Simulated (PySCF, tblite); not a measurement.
Question: Give a GFN2-xTB geometry of `CC#C[P-]CCP`. (Charge -1.)

Answer: 
```
atom  x, y, z in Å
C1     3.142    0.079   -1.382
C2     2.107    0.339   -0.394
C3     1.206    0.544    0.388
P4    -0.001    0.904    1.591
C5    -1.060   -0.629    1.299
C6    -2.463   -0.315    0.779
P7    -2.464    0.808   -0.691
H8     2.754   -0.556   -2.184
H9     3.489    1.017   -1.827
H10    4.004   -0.426   -0.932
H11   -1.163   -1.169    2.249
H12   -0.534   -1.277    0.594
H13   -3.009   -1.235    0.528
H14   -3.042    0.209    1.551
H15   -1.365    1.495   -0.121
H16   -1.607    0.024   -1.460
```

Any rigid rotation of these coordinates is as good. Atoms count from 1 in this order. The C–P distances run from 1.741 Å (C3–P4, drawn single) to 1.886 Å (P4–C5, drawn single), a spread of 0.145 Å. P4 (phosphorus bonded to 2 C) is bent (angle 96.6°). Of the pairs four or more bonds apart, P4···H15 is among the closest relative to their van der Waals radii: 2.27 Å, 76 % of the sum of Bondi's values. The 3 C–C bonds span 1.211 Å (C2≡C3, drawn triple) to 1.529 Å (C5–C6, drawn single), a spread of 0.318 Å.

Bonds between heavy atoms (Å): C1–C2 1.455, C2≡C3 1.211, C3–P4 1.741, P4–C5 1.886, C5–C6 1.529, C6–P7 1.850.

Computed geometry: GFN2-xTB, gas phase.

Point group: C1 (no symmetry element, even within 0.4 Å). Its lowest GFN2-xTB frequency is 20i cm⁻¹, too small to tell a flat minimum from a shallow saddle. Torsions: C3–P4–C5–C6 -116°, P4–C5–C6–P7 51°, C5–C6–P7–H -36° and 55°.

One conformer stands for the species.
